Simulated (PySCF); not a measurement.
**Electronic structure of Dy+ (dysprosium, charge +1) at the UHF level**

Configuration: [Xe] 4f9 6s1 6p1, one real determinant (an excited configuration). Calculation: PySCF 2.14, in x2c-TZVPPall with one added diffuse shell each of s, p, d, f type (12s8p8d5f2g, 129 functions); scalar relativity by spin-free X2C-1e.

| Item | Value |
| --- | --- |
| Total energy | -12152.123958 hartree |
| One-electron energy | -16612.2493 hartree |
| Hartree (Coulomb) energy | 4722.6960 hartree |
| Exchange energy | -262.5706 hartree |
| ⟨S²⟩ | 15.7554 |
| ⟨L²⟩ | 26.533 |
| Sum of ⟨r⟩ | 41.69 bohr |
| Sum of ⟨r²⟩ | 69.04 bohr² |
| Traceless quadrupole moment −½Σ⟨3z² − r²⟩ along its main axis | -11.4 e·bohr² |
| Langevin diamagnetic susceptibility | -54.7 ×10⁻⁶ cm³/mol |

```
shell  electrons  mean orbital energy (eV)  spread (eV)  rms radius, mean of both spins (bohr)
 1s α          1                  -54071.0            0                                 0.0240
 1s β          1                  -54071.0            0                                 0.0240
 2s α          1                   -9142.5            0                                 0.0970
 2s β          1                   -9142.3            0                                 0.0970
 2p α          3                   -8122.9        0.291                                 0.0874
 2p β          3                   -8122.8        0.248                                 0.0874
 3s α          1                   -2103.5            0                                  0.250
 3s β          1                   -2099.8            0                                  0.250
 3p α          3                   -1783.3        1.584                                  0.250
 3p β          3                   -1779.1        0.789                                  0.250
 3d α          5                   -1362.8        1.512                                  0.230
 3d β          5                   -1358.4        0.762                                  0.230
 4s α          1                   -459.46            0                                  0.563
 4s β          1                   -449.98            0                                  0.563
 4p α          3                   -351.36        2.567                                  0.598
 4p β          3                   -340.96        0.592                                  0.598
 4d α          5                   -200.12        2.850                                  0.657
 4d β          5                   -186.73        2.733                                  0.657
 5s α          1                   -75.943            0                                   1.38
 5s β          1                   -72.352            0                                   1.38
 5p α          3                   -46.220        1.093                                   1.60
 5p β          3                   -43.523        0.654                                   1.60
 4f α          7                   -33.251        2.845                                  0.882
 4f β          2                   -27.170        0.214                                  0.882
 6s α          1                   -14.193            0                                   3.75
 6p α          1                    -9.896            0                                   4.54
```

⟨L²⟩ = 26.53 against 42 for a pure I term, so this real determinant mixes terms. Spin-orbit coupling, absent here, splits the open shell strongly.

Densities and radii are taken from the X2C orbitals without a picture-change correction, which distorts them close to the nucleus.

Spin-orbit constants ζ (cm⁻¹) from the X2C one-electron operator on these orbitals: bare nucleus, nucleus screened by l(l+1)(2l+1)/3 electrons, and screened by the Breit-Pauli mean field of the electrons.

```tsv
shell	bare	screened nucleus	mean field
2p	4126000	4001000	n/a
3p	865100	838900	n/a
3d	135200	114700	n/a
4p	191100	185300	n/a
4d	25240	21420	n/a
4f	3806	2191	n/a
5p	25380	24610	n/a
6p	2420	2346	n/a
```

To first order the Landé constant is A = -205.0 cm⁻¹, so the lowest level has J = 19/2 and lies 0.534 eV below the centre of the term. This holds in LS coupling only.
